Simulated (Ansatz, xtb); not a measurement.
Diatomic IrO, multiplicity 4 (lowest of 2S+1 = 2, 4, 6 at CCSD(T)/def2-TZVPP on PBE0 minima; our sources give no spin for the ground state, which may be another). No spin–orbit coupling.

The constants come from a fifth-degree fit in 1/R (seven points, main isotopes). In def2 and cc sets the state is the lowest found near the PBE0 minimum, followed along R.

Correlated levels freeze the inner cores; with def2 sets outer-core shells near the valence are correlated too.

Codes used: Ansatz (a program for electronic structure) with Gaussian orbitals; xtb for the GFN methods.  In def2 rows elements past Kr take small-core potentials, without spin–orbit coupling. The GFN methods have no spin term and hold the electronic entropy of 300 K.

```json
[
 {"level": "GFN1-xTB", "r_e (Å)": "1.727", "ω_e (cm⁻¹)": "788", "ω_e x_e (cm⁻¹)": "3.2", "dipole (D)": "-"},
 {"level": "GFN2-xTB", "r_e (Å)": "1.742", "ω_e (cm⁻¹)": "720", "ω_e x_e (cm⁻¹)": "2.6", "dipole (D)": "-"},
 {"level": "r2SCAN/def2-TZVPP", "r_e (Å)": "1.712", "ω_e (cm⁻¹)": "935", "ω_e x_e (cm⁻¹)": "3.9", "dipole (D)": "2.65"},
 {"level": "B97M-V/def2-TZVPP", "r_e (Å)": "1.719", "ω_e (cm⁻¹)": "(withheld)", "ω_e x_e (cm⁻¹)": "4.2", "dipole (D)": "2.71"},
 {"level": "B3LYP/def2-TZVPP", "r_e (Å)": "1.724", "ω_e (cm⁻¹)": "922", "ω_e x_e (cm⁻¹)": "4.1", "dipole (D)": "2.78"},
 {"level": "wB97X-V/def2-TZVPP", "r_e (Å)": "1.684", "ω_e (cm⁻¹)": "1005", "ω_e x_e (cm⁻¹)": "3.9", "dipole (D)": "3.26"},
 {"level": "wB97M-V/def2-TZVPP", "r_e (Å)": "1.686", "ω_e (cm⁻¹)": "996", "ω_e x_e (cm⁻¹)": "4.0", "dipole (D)": "3.26"},
 {"level": "B2PLYP/def2-TZVPP", "r_e (Å)": "(withheld)", "ω_e (cm⁻¹)": "(withheld)", "ω_e x_e (cm⁻¹)": "2.7", "dipole (D)": "-"}
]
```

Question: Some entries are withheld; supply them.

Answer: 
- B2PLYP/def2-TZVPP, r_e (Å): 1.730
- B2PLYP/def2-TZVPP, ω_e (cm⁻¹): 909
- B97M-V/def2-TZVPP, ω_e (cm⁻¹): 926
